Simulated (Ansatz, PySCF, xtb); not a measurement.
Pair of molecules: HCl (SMILES Cl) (first 2 atoms) with Cl2 (SMILES ClCl); geometry from B3LYP-D3(BJ)/def2-TZVP, rigid monomers moved along the line of their centres of mass till Cl1···Cl4 is 2.88 Å.
(charge 0, multiplicity 1):
| atom | x (Å) | y (Å) | z (Å) |
|---|---|---|---|
| Cl | 0.4244 | -0.5667 | -0.3320 |
| H | 0.0109 | 0.6297 | -0.5413 |
| Cl | -0.1460 | 0.4989 | 4.4156 |
| Cl | 0.1202 | -0.0309 | 2.4822 |

Interaction energies are E(AB) − E(A) − E(B) at the monomers' geometry in the complex; basis-set methods are counterpoise corrected.

Frozen-core correlation. Rows in 6-31G* carry no dispersion term and start afresh at each structure (6-31G* with six Cartesian d functions). MP2/6-31G* freezes PySCF's default core.

Codes used: Ansatz (an electronic-structure program) with Gaussian orbitals; PySCF for 6-31G* rows, the dispersion terms; xtb for the GFN methods. Values without a source in brackets are computed.

| level | interaction energy (kcal/mol) |
|---|---|
| GFN-FF | -1.56 |
| GFN2-xTB | -1.41 |
| r2SCAN-D3(BJ)/def2-TZVPPD | -1.65 |
| B3LYP-D3(BJ)/def2-TZVPPD | -0.81 |
| B3LYP-D4/def2-TZVPPD | -0.67 |
| PBE0-D3(BJ)/def2-TZVPPD | -1.00 |
| wB97M-V/def2-TZVPPD | -0.01 |
| MP2/6-31G* | 2.40 |
| MP2/aug-cc-pV(D+d)Z | ? |

**Question.** Fill in the missing entries.

**Answer.** 
- MP2/aug-cc-pV(D+d)Z, interaction energy (kcal/mol): 0.45
